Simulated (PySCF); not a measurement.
# Spin-rotation constants: `FC[C@H]1C=C(F)C1`, C₅H₆F₂

Geometry:
```
atom   x (Å)   y (Å)   z (Å)
  F1  -2.148  -1.212   0.623
  C2  -1.573   0.005   0.358
  C3  -0.320  -0.159  -0.488
  C4   0.633  -1.260  -0.068
  C5   0.458  -1.916  -1.206
  F6   0.960  -3.041  -1.715
  C7  -0.512  -0.954  -1.815
  H8  -1.336   0.455   1.328
  H9  -2.326   0.607  -0.162
 H10   0.145   0.819  -0.619
 H11   1.199  -1.418   0.828
 H12  -0.177  -0.449  -2.719
 H13  -1.516  -1.347  -1.962
```

Theory: GIAO HF/pcSseg-1 magnetisability, rotational g tensor and spin-rotation constants, non-relativistic, gas phase (PySCF). Geometry: GFN2-xTB, dihedral held. The dihedral F1–C2–C3–C4 is held at 315°.

Question: Give the nuclear spin-rotation constants along the inertial axes (H = +C I·J) beside the isotropic shieldings.

Answer: Rotational constants 5.5920, 1.6785, 1.6032 GHz. A star marks the isotopologue with that one atom substituted, in its own axes.
| atom | isotope | Caa (kHz) | Cbb (kHz) | Ccc (kHz) | mean (kHz) | σ (ppm) |
| --- | --- | --- | --- | --- | --- | --- |
| F1 | 19F | -0.465 | 0.491 | -0.081 | -0.018 | 462.9 |
| F6 | 19F | 4.338 | 0.955 | 2.369 | 2.554 | 307.2 |
| H8 | 1H | -0.261 | -0.197 | 0.026 | -0.144 | 27.6 |
| H9 | 1H | -0.302 | -0.158 | -0.004 | -0.154 | 27.7 |
| H10 | 1H | -0.589 | 0.031 | -0.170 | -0.243 | 30.0 |
| H11 | 1H | -0.591 | -0.169 | 0.094 | -0.222 | 27.2 |
| H12 | 1H | -0.492 | -0.014 | -0.134 | -0.214 | 29.3 |
| H13 | 1H | -0.503 | -0.119 | -0.031 | -0.218 | 29.3 |
| C2 | 13C* | 1.362 | 0.268 | 0.394 | 0.675 | 117.4 |
| C3 | 13C* | 0.934 | 0.201 | 0.251 | 0.462 | 163.9 |
| C4 | 13C* | 1.796 | 0.380 | 0.426 | 0.868 | 83.1 |
| C5 | 13C* | 2.322 | 0.515 | 0.526 | 1.121 | 30.4 |
| C7 | 13C* | 0.777 | 0.279 | 0.254 | 0.437 | 159.5 |

For the geometry as given, no vibrational averaging.
